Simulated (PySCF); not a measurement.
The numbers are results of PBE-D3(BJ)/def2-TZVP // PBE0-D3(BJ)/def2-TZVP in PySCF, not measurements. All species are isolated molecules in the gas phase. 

Reference species (SMILES): `[CH2]Cl` (neutral, multiplicity 2).

The dipole moment comes out as 0.89 D.

Changed species: `Cl[C](Cl)Cl` (radical fragment; the reference has radical fragment).

What does the change do to the dipole moment?

the dipole moment decreases by 0.69 D, to 0.20 D.
